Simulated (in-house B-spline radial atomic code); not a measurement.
Results of a calculation; reference values are marked as such.
**Work function and surface energy of Al in the jellium model**

The positive ions are smeared into a uniform slab; the electrons are solved self-consistently in the LDA (PW92) on a fine grid across the film. Stabilised jellium adds, inside the slab, the constant potential −n de/dn that makes the bulk stable at the metal's density. No lattice, so no dependence on crystal face. Atomic units unless named. The numbers below are for plain jellium.

Al: 3 valence electrons per atom, density 2.7 g/cm³, mass 26.98 u, so r_s = 2.07 bohr. Thick-film values are averages over eight films of 5 to 5.44 Fermi wavelengths, one period of the size oscillation.

Across the edge of the background of the film of 5 Fermi wavelengths (z = 0, vacuum at z > 0):

```
z (bohr)  n/n_bulk  V − E_F (hartree)
   -6.78    0.9928            -0.4299
   -5.08     1.009            -0.4302
   -3.39    0.9843            -0.4289
   -2.37     1.004            -0.4274
   -1.36    0.9177            -0.4128
   -0.68     0.714            -0.3694
     0.0    0.4495            -0.2644
    0.68    0.2368            -0.1454
    1.36    0.1125           -0.06752
    2.37   0.03378           0.004868
    3.39  0.009482            0.04948
    5.08  0.001114            0.09166
```

(1) The electrons that spill out make a dipole barrier Δφ = 6.052 eV. Assemble the work function.

(2) Budd and Vannimenus showed that in jellium φ(edge) − φ(bulk) = n de/dn, with e the bulk energy per electron. Check it, given ε_xc = -0.26540 and v_xc = -0.34586 hartree.

(3) The surface energy has the parts (J/m²): kinetic -4.642, exchange-correlation 2.962, electrostatic 1.072. What is the total, and what does its sign mean?

(4) What barrier would the Schottky-Mott rule give for electrons at a contact to n-type Si, whose electron affinity is 4.05 eV (NSM archive of the Ioffe Institute)?

Answers

(1) k_F = 1.91916/2.07 = 0.9271, so k_F²/2 = 11.695 eV, and the LDA gives v_xc = -9.411 eV in the bulk. Measured from the bulk electrostatic potential the Fermi level lies at 11.695 + (-9.411) = 2.284 eV, so Φ = Δφ − that = 6.052 − (2.284) = 3.77 eV; the films' Fermi levels give 3.77 eV. Measurement gives 4.06 to 4.26 eV (table in Wikipedia's article on work functions); the other model gives 4.26 eV.

(2) For the kinetic part e = 3k_F²/10 ∝ n^(2/3), so n de/dn = k_F²/5 = 0.17191. For exchange and correlation n dε/dn = v_xc − ε_xc = -0.08046. The sum is 0.09145 hartree, and the films give 0.09144.

(3) The sum is -0.608 J/m². The kinetic part is negative since spilling out relaxes the electrons, while exchange-correlation and electrostatics cost energy. A negative total says that plain jellium at this density would split by itself: its bulk is under pressure, which the stabilised model cures (0.922 J/m²).

(4) Φ_B = Φ − χ is 3.77 − 4.05 = -0.28 eV with the model's value and 4.16 − 4.05 = +0.11 eV with the measured one (the middle, for a range); a negative value would mean an ohmic contact, so the model's error changes the verdict. Real barriers on covalent semiconductors follow the metal only weakly, since states induced in the gap pin the Fermi level.
